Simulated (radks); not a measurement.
Results of a calculation; reference values are marked as such.
Trend from Zr2+ to Cd2+: ionisation energy by Delta-SCF between NIST ground configurations, and size. Code: a radial shooting solver on a logarithmic mesh with Libxc functionals. Model: scalar-relativistic Kohn-Sham, BLYP, spin-unpolarised, spherical densities, finite nucleus; Fermi nuclear charge, rms radius of each element as measured or else 0.836 A^(1/3) + 0.57 fm.

\begin{tabular}{lrrrrrrrrr}
species & configuration & configuration of the ion & IE (eV) & NIST (eV) & kind & -e(HOMO) (eV) & outermost & <r> outermost (bohr) & r at 0.001 e/bohr^3 (bohr) \\ \hline
Zr2+ & [Kr] 4d2 & [Kr] 4d1 & 22.563 & 23.170 & semi-emp. & 17.250 (4d) & 4d & 2.03 & 3.67 \\
Nb2+ & [Kr] 4d3 & [Kr] 4d2 & 24.646 & 25.040 & semi-emp. & 19.036 (4d) & 4d & 1.87 & 3.67 \\
Mo2+ & [Kr] 4d4 & [Kr] 4d3 & 26.655 & 27.1 & semi-emp. & 20.753 (4d) & 4d & 1.74 & 3.63 \\
Tc2+ & [Kr] 4d5 & [Kr] 4d4 & 28.609 & 29.550 & semi-emp. & 22.420 (4d) & 4d & 1.63 & 3.57 \\
Ru2+ & [Kr] 4d6 & [Kr] 4d5 & 30.521 & 28.470 & semi-emp. & 24.051 (4d) & 4d & 1.53 & 3.51 \\
Rh2+ & [Kr] 4d7 & [Kr] 4d6 & 32.399 & 31.060 & semi-emp. & 25.653 (4d) & 4d & 1.45 & 3.45 \\
Pd2+ & [Kr] 4d8 & [Kr] 4d7 & 34.251 & 32.930 & semi-emp. & 27.234 (4d) & 4d & 1.38 & 3.38 \\
Ag2+ & [Kr] 4d9 & [Kr] 4d8 & 36.083 & 34.8 & semi-emp. & 28.798 (4d) & 4d & 1.31 & 3.32 \\
Cd2+ & [Kr] 4d10 & [Kr] 4d9 & 37.897 & 37.47 & exp. & 30.350 (4d) & 4d & 1.26 & 3.26 \\
\end{tabular}

Reference values: NIST Atomic Spectra Database (exp. = measured, semi-emp. = semi-empirical, theory = theoretical value adopted there). Spin polarisation and multiplet splitting are left out, so open shells lie too high by an amount that depends on their filling.

Beside tabulated values, note that spin-unpolarised runs miss the spin-polarisation part of the exchange energy of open shells.
